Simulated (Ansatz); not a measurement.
Consider the atomization: `[SiH3][O][In][Cl]`• → Cl• + 3 H• + In• + O• + Si•.

Program: Ansatz. Geometries: PBE0-D4/def2-TZVP. ΔE: electronic, gas phase. CCSD(T)/CBS adds triple-zeta CCSD(T) − MP2 to the extrapolated MP2 energy (def2 sets, frozen cores). This one scheme is used for every species, atoms too. Functionals use def2-TZVPP. No spin–orbit coupling; open shells (•) take unrestricted orbitals. Spin–orbit coupling would lower the free atoms: a little for Cl, O, Si; strongly for In. Elements past krypton have def2 core potentials. Bonds to In are less sure, by a few kJ/mol each and by 10 to 20 or more in all where they break to atoms, as the def2 sets lack core-valence functions. Each species was taken in one conformer, which may not be the lowest.

```
             species  r2SCAN-D4 energy (Eh)
`[SiH3][O][In][Cl]`•            -1016.98196
                 Cl•             -460.11693
                  H•               -0.49993
                 In•             -190.18147
                  O•              -75.05861
                 Si•             -289.34127
```

**Question.** Work out ΔE.

**Answer.** ΔE = 3 × (-0.49993) + (-460.11693) + (-190.18147) + (-75.05861) + (-289.34127) − (-1016.98196) = 0.78389 Eh = +2058.1 kJ/mol. CCSD(T)/CBS gives +2056.3 kJ/mol.

Largest T1 diagnostic among the species: 0.019.

In def2-TZVPP, CCSD(T) changes the Hartree–Fock value by +497.0 kJ/mol (the triples alone add +34.4 kJ/mol) and MP2 by +532.3 kJ/mol; breaking electron pairs costs correlation energy, which Hartree–Fock lacks. From PBE to PBE0 (25 % exact exchange), in def2-TZVPP and without D4, ΔE moves by −32.5 kJ/mol: exact exchange takes away binding that semilocal exchange gives to molecules. Leaving LDA and LC-ωPBE aside and taking each functional with its dispersion term where it has one, the values, not all of them listed here, spread over 85.9 kJ/mol, from BHLYP-D4 to B97M-V. LDA lies +286.6 kJ/mol from PBE without D4, its usual overbinding.

For atomizations the MP2-based limit and the directly extrapolated one differ by several kJ/mol either way, and by 10 to 25 for some Ge, Se and Sn compounds, so smaller differences from it don't rank the levels.
